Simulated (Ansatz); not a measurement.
## Molecular dynamics of C₂H₃BF₂O

Input:

```yaml
crystal:
  periodic: [false, false, false]
  atoms:
    - { symbol: O, position_ang: [1.708518, 0.659402, 1.241867] }
    - { symbol: C, position_ang: [1.15642, -0.252912, 0.591156] }
    - { symbol: C, position_ang: [0.141425, -0.053303, -0.624773] }
    - { symbol: F, position_ang: [0.09767, -1.217782, -1.395351] }
    - { symbol: B, position_ang: [-1.273604, 0.327271, 0.023965] }
    - { symbol: F, position_ang: [-1.511464, 1.550572, 0.421474] }
    - { symbol: H, position_ang: [1.319631, -1.358577, 0.783592] }
    - { symbol: H, position_ang: [0.547933, 0.812357, -1.217166] }
    - { symbol: H, position_ang: [-2.098128, -0.513327, 0.158236] }
basis:
  gaussian: { orbitals: STO-3G }
hamiltonian:
  xc: lda
md:
  timestep: 1.0
  n_steps: 502
  ensemble: nvt_langevin
  temperature: 300.0
  initial_velocities: maxwell_boltzmann
  seed: 55288
  friction: 0.01
  temperature_schedule:
    - { n_steps: 125, end_temperature: 300.0 }
    - { n_steps: 376, end_temperature: 600.0 }
scf:
  lower_state_search: "off"
```

Run as:

```bash
$ ansatz run input.yaml --threads 1 --pin off --max-ram 2048MiB --backend cpu --events-out ev --progress --plain --runs-dir out
```

It starts from a relaxed structure.

Output, in part (step lines, the closing report, with atoms numbered from 0):

```
md step     0: t =     0.00 fs  T =   266.7 K (target 300.0 K)  F+E_penalty+E_count = -10060.86948630 eV  E_kin = 0.310224 eV  (15 SCF iters)
md step     1: t =     1.00 fs  T =   273.5 K (target 300.0 K)  F+E_penalty+E_count = -10060.85391789 eV  E_kin = 0.318156 eV  (21 SCF iters)
md step     2: t =     2.00 fs  T =   235.2 K (target 300.0 K)  F+E_penalty+E_count = -10060.81280622 eV  E_kin = 0.273596 eV  (21 SCF iters)
md step     3: t =     3.00 fs  T =   206.1 K (target 300.0 K)  F+E_penalty+E_count = -10060.76878427 eV  E_kin = 0.239735 eV  (21 SCF iters)
md step     4: t =     4.00 fs  T =   186.5 K (target 300.0 K)  F+E_penalty+E_count = -10060.73973137 eV  E_kin = 0.216911 eV  (21 SCF iters)
md step     5: t =     5.00 fs  T =   171.3 K (target 300.0 K)  F+E_penalty+E_count = -10060.72656302 eV  E_kin = 0.199241 eV  (22 SCF iters)
md step     6: t =     6.00 fs  T =   183.4 K (target 300.0 K)  F+E_penalty+E_count = -10060.71556970 eV  E_kin = 0.213304 eV  (22 SCF iters)
md step     7: t =     7.00 fs  T =   183.0 K (target 300.0 K)  F+E_penalty+E_count = -10060.70398694 eV  E_kin = 0.212896 eV  (22 SCF iters)
[... lines left out ...]
md step   499: t =   499.00 fs  T =   302.2 K (target 598.0 K)  F+E_penalty+E_count = -10060.79651282 eV  E_kin = 0.351597 eV  (22 SCF iters)
md step   500: t =   500.00 fs  T =   311.4 K (target 598.8 K)  F+E_penalty+E_count = -10060.81047509 eV  E_kin = 0.362318 eV  (22 SCF iters)
md step   501: t =   501.00 fs  T =   373.1 K (target 599.6 K)  F+E_penalty+E_count = -10060.83871662 eV  E_kin = 0.434052 eV  (22 SCF iters)
md step   502: t =   502.00 fs  T =   393.9 K (target 600.0 K)  F+E_penalty+E_count = -10060.86960829 eV  E_kin = 0.458189 eV  (22 SCF iters)
Total energy: -10060.86962424 eV, -369.7301391884 hartree
Atom 0 at     2.358707    -1.326859     1.551525 Å, force     0.663654    -0.546795     0.987485 eV/Å
Atom 1 at     1.720109    -1.142518     0.500525 Å, force     0.154094    -0.597971     0.881161 eV/Å
Atom 2 at     1.225738     0.216734     0.099876 Å, force    -2.093929    -1.715948    -3.004697 eV/Å
Atom 3 at     1.042658    -0.132761    -1.403018 Å, force     0.361813     0.766442    -0.219037 eV/Å
Atom 4 at    -0.298707     0.193716    -0.694073 Å, force     0.224587     0.178238     0.588150 eV/Å
Atom 5 at    -0.875954     1.252162    -1.224914 Å, force     0.207192     0.569721     0.198724 eV/Å
Atom 6 at     1.459432    -1.992314    -0.229666 Å, force    -0.125166     0.604619     0.194034 eV/Å
Atom 7 at     1.976406     0.999302     0.172460 Å, force     0.384023     1.092917     0.153038 eV/Å
Atom 8 at    -0.966222    -0.762287    -0.534445 Å, force     0.223732    -0.351223     0.221141 eV/Å
Dipole moment:     0.143480     0.127638    -0.350826 e Å
```

The steps, from the saved trajectory:

| time (fs) | T (K) | potential energy less start (eV) |
| --- | --- | --- |
| 0.0 | 267 | 0.000 |
| 16.0 | 219 | 0.155 |
| 32.0 | 169 | 0.171 |
| 48.0 | 212 | 0.162 |
| 64.0 | 236 | 0.175 |
| 80.0 | 251 | 0.247 |
| 96.0 | 369 | 0.216 |
| 112.0 | 411 | 0.301 |
| 128.0 | 376 | 0.320 |
| 144.0 | 422 | 0.298 |
| 160.0 | 395 | 0.261 |
| 176.0 | 297 | 0.307 |
| 192.0 | 391 | 0.295 |
| 208.0 | 386 | 0.272 |
| 224.0 | 223 | 0.243 |
| 240.0 | 264 | 0.262 |
| 256.0 | 335 | 0.330 |
| 272.0 | 444 | 0.195 |
| 288.0 | 338 | 0.399 |
| 304.0 | 399 | 0.398 |
| 320.0 | 568 | 0.287 |
| 336.0 | 513 | 0.266 |
| 352.0 | 691 | 0.092 |
| 368.0 | 615 | 0.027 |
| 384.0 | 572 | -0.220 |
| 400.0 | 302 | -0.195 |
| 416.0 | 311 | -0.310 |
| 432.0 | 437 | -0.436 |
| 448.0 | 291 | -0.127 |
| 464.0 | 538 | -0.311 |
| 480.0 | 423 | -0.163 |
| 496.0 | 379 | 0.036 |

The run went to its last step. The schedule's set-point averaged 501 K over the second half and the system 412 K, so it lags behind the ramp. A run of 0.5 ps of so small a system gives no equilibrium averages. Limits of this set-up: minimal basis.

Joined: F4–B5 2.51 → 1.55 Å. Pairs count as bonded within 1.25 times the sum of covalent radii (0.12 Å more for H–H).

Last frame:

```xyz
9
Properties=species:S:1:pos:R:3
O 2.359 -1.327 1.552
C 1.720 -1.143 0.500
C 1.226 0.217 0.100
F 1.043 -0.133 -1.403
B -0.299 0.194 -0.694
F -0.876 1.252 -1.225
H 1.459 -1.992 -0.230
H 1.976 0.999 0.172
H -0.966 -0.762 -0.534
```

Time of the run: 16 min on 1 thread of Intel(R) Xeon(R) Platinum 8175M CPU @ 2.50GHz (Skylake/Cascade Lake), with other jobs on the host, peak memory 0.1 GiB.
